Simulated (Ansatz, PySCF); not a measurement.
Reaction R1 + R2 → P1 + P2, each structure at its B3LYP-D3(BJ)/def2-TZVP stationary point, reached from a drawn start (curvature not checked).
P1, BF3 (SMILES FB(F)F) (charge 0, multiplicity 1):
```xyz
4

B      0.0000     0.0000     0.0000
F      1.3156     0.0000     0.0000
F     -0.6578     1.1394     0.0000
F     -0.6578    -1.1394     0.0000
```
R1: BCl3 (SMILES ClB(Cl)Cl), charge 0, multiplicity 1.
R2: BF3H3N (SMILES [NH3+][B-](F)(F)F), charge 0, multiplicity 1.
P2: BCl3H3N (SMILES [NH3+][B-](Cl)(Cl)Cl), charge 0, multiplicity 1.

P less R. No zero-point or thermal terms.

Correlated levels freeze the cores.

Run with Ansatz (Gaussian orbitals); PySCF for the D3/D4 terms. No computed number here is a measurement.

Total energies in hartree:

| structure | PBE/def2-TZVPP | B3LYP-D3(BJ)/def2-TZVPP | CCSD(T)/cc-pV(T+d)Z |
|---|---|---|---|
| P1 | -324.385129 | -324.716190 | -324.190936 |
| R1 | -1405.021736 | -1405.675110 | -1404.115966 |
| R2 | -380.930001 | -381.339969 | -380.700481 |
| P2 | -1461.569889 | -1462.304760 | -1460.631889 |

Task: Work out the reaction energy at each level in kcal/mol (1 hartree = 627.50947 kcal/mol), and say how far PBE/def2-TZVPP lies from CCSD(T)/cc-pV(T+d)Z.

Result: 
- PBE/def2-TZVPP: (-324.385129) + (-1461.569889) − (-1405.021736) − (-380.930001) = -0.003281 hartree = -2.06 kcal/mol
- B3LYP-D3(BJ)/def2-TZVPP: (-324.716190) + (-1462.304760) − (-1405.675110) − (-381.339969) = -0.005871 hartree = -3.68 kcal/mol
- CCSD(T)/cc-pV(T+d)Z: (-324.190936) + (-1460.631889) − (-1404.115966) − (-380.700481) = -0.006378 hartree = -4.00 kcal/mol
PBE/def2-TZVPP less CCSD(T)/cc-pV(T+d)Z: 1.94 kcal/mol. CCSD(T)/cc-pV(T+d)Z is the level counted from, the highest shown, and no exact or measured value.

Ansatz is a quantum-chemistry and plane-wave program.
